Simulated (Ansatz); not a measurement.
Ansatz (a quantum-chemistry and plane-wave program) input (BLYP/def2-TZVPD):

Ansatz 0.2 input:
```yaml
crystal:
  periodic: [false, false, false]
  atoms:
    - {symbol: Se, position_ang: [0.02480627, 0.03592155, 0.57304979]}
    - {symbol: I, position_ang: [1.25329058, -2.36499159, -0.09087859]}
    - {symbol: I, position_ang: [-1.26920403, 2.34194758, -0.27673826]}
basis:
  gaussian:
    orbitals: def2-TZVPD
hamiltonian:
  xc: {name: BLYP}
total_charge: -1
magnetization: {spin_polarized: true, initial_magnetization: 1}
output: {forces: true}
```

End of the output:

```
integrals: 0.11 GiB planned
1251 factors; their error is unknown
mean field: 0.83 GiB planned
mean field evaluation 1: about -81552.7475 eV, gradient 1.7e1 eV
mean field evaluation 2: about -81550.4480 eV, gradient 2.8e1 eV
mean field evaluation 4: about -81553.5193 eV, gradient 1.6e0 eV
mean field evaluation 8: about -81553.5305 eV, gradient 5.3e-2 eV
mean field evaluation 16: about -81553.5050 eV, gradient 5.6e-5 eV
mean field evaluation 32: about -81551.3611 eV, gradient 1.2e-1 eV
mean field evaluation 64: about -81551.5696 eV, gradient 1.7e0 eV
mean field evaluation 96: about -81551.3565 eV, gradient 6.8e-1 eV
mean field -81553.50504774 eV, -2997.0360315534 hartree, gradient 7.1e-6 eV, S^2 0.751744; 9 other end points of the search recorded, 0 dependent functions left out
the calculation of the forces begins
reference -81553.50536328 eV, -2997.0360431491 hartree; 43, 42 occupied and 132, 133 virtual orbitals, 1251 factors
Total energy: -81553.50536328 eV, -2997.0360431491 hartree
Atom 0 at     0.024806     0.035922     0.573050 Å, force     0.003801     0.005505     0.087818 eV/Å
Atom 1 at     1.253291    -2.364992    -0.090879 Å, force     0.091402    -0.176854    -0.037035 eV/Å
Atom 2 at    -1.269204     2.341948    -0.276738 Å, force    -0.095204     0.171349    -0.050784 eV/Å
Dipole moment:    -0.000340    -0.000492    -0.007851 e Å
```
